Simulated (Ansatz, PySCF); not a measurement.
Te(GeH3)(OSiH3) (GeH6OSiTe), SMILES [SiH3]O[Te][GeH3]. Atoms are numbered in the order given.

```xyz
10

Te    -0.2471    -0.5066     0.7990
Ge    -1.3354     1.4232    -0.5452
H     -2.6739     1.7435     0.1513
H     -0.4070     2.6509    -0.5270
H     -1.5719     0.9556    -1.9925
O      1.3267    -0.6189    -0.4799
Si     1.3438    -1.6838    -1.7720
H      1.2426    -3.1032    -1.3182
H      2.6416    -1.4736    -2.4709
H      0.2166    -1.4121    -2.7147
```

Geometry: B3LYP-D3(BJ)/def2-SVP. This is a generated structure with no PubChem entry under its InChIKey; it may be hypothetical. The def2 effective core potentials stand for the cores of Te; spin–orbit coupling is left out. Other conformers were not sampled.

Two levels are set side by side: PBE-D3(BJ)/def2-SVP (Ansatz, a first-principles code) and B3LYP-D3(BJ)/def2-SVP (Ansatz). Each level has its own optimised geometry; the coordinates shown are those of the second. Frequencies come from the Hessian of PySCF at each geometry. Differences are taken from unrounded values.

```tsv
quantity	B3LYP-D3(BJ)
mean bond length (Å)	1.711
bond Te1–Ge2 (Å)	2.591
bond Te1–O6 (Å)	2.031
bond O6–Si7 (Å)	1.674
bond Ge2–H3 (Å)	1.543
bond Ge2–H4 (Å)	1.539
bond Ge2–H5 (Å)	1.539
bond Si7–H8 (Å)	1.494
bond Si7–H9 (Å)	1.489
bond Si7–H10 (Å)	1.494
highest harmonic wavenumber (cm⁻¹)	2239
mean harmonic wavenumber (cm⁻¹)	959
zero-point energy (kcal/mol)	32.89
```

**Question.** What does PBE-D3(BJ) give, and how far is it from B3LYP-D3(BJ)? (The exact figures need the calculation; the answer reports its results.)

**Answer.** 
```tsv
quantity	PBE-D3(BJ)	PBE-D3(BJ) minus B3LYP-D3(BJ)
mean bond length (Å)	1.722	0.012
bond Te1–Ge2 (Å)	2.589	-0.003
bond Te1–O6 (Å)	2.050	0.019
bond O6–Si7 (Å)	1.693	0.019
bond Ge2–H3 (Å)	1.552	0.009
bond Ge2–H4 (Å)	1.549	0.010
bond Ge2–H5 (Å)	1.549	0.010
bond Si7–H8 (Å)	1.507	0.013
bond Si7–H9 (Å)	1.503	0.014
bond Si7–H10 (Å)	1.508	0.014
highest harmonic wavenumber (cm⁻¹)	2178	-61
mean harmonic wavenumber (cm⁻¹)	928	-31
zero-point energy (kcal/mol)	31.83	-1.06
```

GGA bonds tend to be longer and softer than those of functionals with exact exchange. Differences between two approximate levels are no errors against the true value.
